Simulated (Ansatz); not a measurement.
Reaction (formal exchange of groups at a C–C bond): `C/C([SiH3])=C\F` + `[CH3][SnH2][CH3]` → `[CH3][SnH]([CH3])[CH3]` + `F/C=C/[SiH3]`

Program: Ansatz. Geometries: PBE0-D4/def2-TZVP. ΔE: electronic, gas phase. CBS: MP2 limit from def2 TZ/QZ plus the TZ coupled-cluster correction, frozen cores. Double bonds are as drawn, so ΔE can hold a change between cis and trans. def2 core potentials past Kr. For Sn outer-core shells are correlated without core-valence functions, which leaves a few kJ/mol of doubt a bond.

`C/C([SiH3])=C\F`:

Cartesian coordinates in Å:
```
C 0.940 0.795 -0.895
C 0.189 -0.180 -0.039
Si -1.432 0.304 0.733
C 0.631 -1.406 0.205
F 1.785 -1.875 -0.293
H 1.867 0.369 -1.280
H 1.187 1.698 -0.328
H 0.330 1.114 -1.745
H -1.249 1.484 1.623
H -2.413 0.683 -0.320
H -1.967 -0.834 1.524
H 0.131 -2.151 0.814
```

`[CH3][SnH2][CH3]`:

Z-matrix (Å, degrees):
```
C
Sn 1 2.142
H 1 1.091 2 110.0
H 1 1.090 2 110.4 3 120.1
H 1 1.090 2 110.0 3 -119.9
C 2 2.142 1 109.9 3 59.9
H 2 1.714 1 109.6 3 -179.6
H 2 1.715 1 109.6 3 -60.7
H 6 1.091 2 110.0 1 60.1
H 6 1.091 2 110.0 1 -59.8
H 6 1.090 2 110.4 1 -179.8
```

`[CH3][SnH]([CH3])[CH3]`:

Z-matrix (Å, degrees):
```
C
Sn 1 2.145
H 1 1.091 2 110.4
H 1 1.091 2 110.4 3 120.2
H 1 1.091 2 110.0 3 -119.9
C 2 2.145 1 109.6 3 -180.0
C 2 2.145 1 109.6 3 59.7
H 2 1.719 1 109.3 3 -60.1
H 6 1.091 2 110.4 1 59.6
H 6 1.091 2 110.4 1 179.8
H 6 1.091 2 110.0 1 -60.3
H 7 1.091 2 110.0 1 60.2
H 7 1.091 2 110.4 1 -59.7
H 7 1.091 2 110.4 1 -179.9
```

`F/C=C/[SiH3]`:

```xyz
9

F    -1.635    1.984   -0.926
C    -0.869    1.188   -0.176
C    -0.268    0.113   -0.656
Si    0.784   -0.958    0.428
H    -0.816    1.542    0.849
H    -0.414   -0.118   -1.708
H     0.253   -2.346    0.475
H     2.179   -1.020   -0.084
H     0.788   -0.386    1.800
```

```
                 species  HF/def2-QZVPP energy (Eh)
       `C/C([SiH3])=C\F`                 -506.14240
      `[CH3][SnH2][CH3]`                 -293.76224
`[CH3][SnH]([CH3])[CH3]`                 -332.81977
          `F/C=C/[SiH3]`                 -467.09140
```

**Question.** Work out ΔE.

**Answer.** ΔE = (-332.81977) + (-467.09140) − (-506.14240) − (-293.76224) = -0.00653 Eh = -4.1 kcal/mol. CCSD(T)/CBS gives -5.9 kcal/mol.

Largest T1 diagnostic among the species: 0.012.

In def2-TZVPP, CCSD(T) changes the Hartree–Fock value by −1.0 kcal/mol (the triples alone add −0.1 kcal/mol) and MP2 by −1.7 kcal/mol.
